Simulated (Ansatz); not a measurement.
Relaxation of C3H7ClOSi (13 atoms, charge 0, multiplicity 1), to a largest force component of 0.02 eV/Å in at most 40 steps.

All numbers below come from Ansatz 0.2.0, UKS PBE/STO-3G.

```xyz
13
Properties=species:S:1:pos:R:3
C 0.649 -1.913 -0.150
C -0.361 -0.981 0.566
C -0.588 0.349 0.436
O -1.464 0.903 1.281
Si 0.369 1.480 -0.738
Cl -0.489 3.325 -0.311
H 0.071 -2.646 -0.688
H 1.306 -2.338 0.550
H 1.224 -1.327 -0.850
H -0.973 -1.502 1.319
H -1.612 1.855 1.143
H 1.833 1.576 -0.383
H 0.056 1.185 -2.160
```

Q: Where does it end, and by what steps?

A: The forces met the threshold. Limits of this set-up: minimal basis. After 5 steps the energy has fallen by 0.685 eV; H11 moved furthest, 0.19 Å.

```
step  energy less start (eV)  largest force component (eV/Å)  accepted
   0                  0.0000                           3.613       yes
   1                 -0.5760                           1.372       yes
   2                 -0.6620                           0.755       yes
   3                 -0.6812                           0.298       yes
   4                 -0.6845                           0.039       yes
   5                 -0.6850                           0.013       yes
```

```xyz
13
Properties=species:S:1:pos:R:3
C 0.621 -1.824 -0.168
C -0.396 -1.026 0.640
C -0.602 0.318 0.519
O -1.577 0.955 1.329
Si 0.369 1.389 -0.701
Cl -0.498 3.297 -0.299
H 0.129 -2.626 -0.758
H 1.364 -2.318 0.493
H 1.179 -1.180 -0.877
H -0.998 -1.592 1.371
H -1.505 1.952 1.016
H 1.800 1.510 -0.436
H 0.133 1.110 -2.115
```

Whether the end is a true minimum wasn't checked by a vibrational analysis.

The run took 34 s on 1 thread of Arm Neoverse V1 (shared host), peak memory 0.18 GiB.
